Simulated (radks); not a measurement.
Results of a calculation; reference values are marked as such.
The mercury ion Hg2+ inside a hard spherical wall (all orbitals vanish at R), configuration held at [Xe] 4f14 5d10 and not refilled when levels cross. Level of theory: scalar-relativistic Kohn-Sham, r2SCAN, spin-polarised, spherical densities, finite nucleus; meta-GGA in the generalised Kohn-Sham scheme; Fermi nuclear charge, rms radius 5.4648 fm (a radial shooting solver on a logarithmic mesh with Libxc functionals). Eigenvalues in eV for spin up, with the zero of energy where the potential of the charges vanishes at infinity; a dash marks a level that is unbound or too diffuse for the functional's potential to be trusted. A positive occupied level is held by the wall or, in an anion where self-interaction has pushed it up, behind a barrier. The pressure on the wall is -dE/dV.

| R (bohr) | E (hartree) | kinetic (hartree) | e(5s) | e(4f) | e(5p) | e(5d) | e(6s, empty) | e(6p, empty) | pressure (GPa) |
|---|---|---|---|---|---|---|---|---|---|
| free | -19619.1602 | 22011.794 | -139.65 | -116.02 | -87.534 | -29.048 | -22.858 | -14.032 | 0 |
| 20 | -19619.1602 | 22011.794 | -139.65 | -116.02 | -87.534 | -29.048 | -22.858 | -14.032 | < 0.0001 |
| 10 | -19619.1602 | 22011.794 | -139.65 | -116.02 | -87.534 | -29.048 | -22.858 | -14.031 | < 0.0001 |
| 5 | -19619.1563 | 22011.838 | -139.50 | -115.87 | -87.395 | -28.921 | -22.503 | -12.637 | 0.919 |
| 4 | -19619.1144 | 22012.182 | -138.59 | -114.89 | -86.541 | -28.111 | -20.609 | -8.591 | 16.2 |
| 3 | -19618.6419 | 22015.045 | -133.44 | -109.08 | -81.747 | -23.086 | -9.358 | 9.176 | 331 |
| 2 | -19611.8978 | 22046.875 | -106.26 | -75.669 | -54.520 | 11.085 | 72.442 | 113.53 | 12300 |
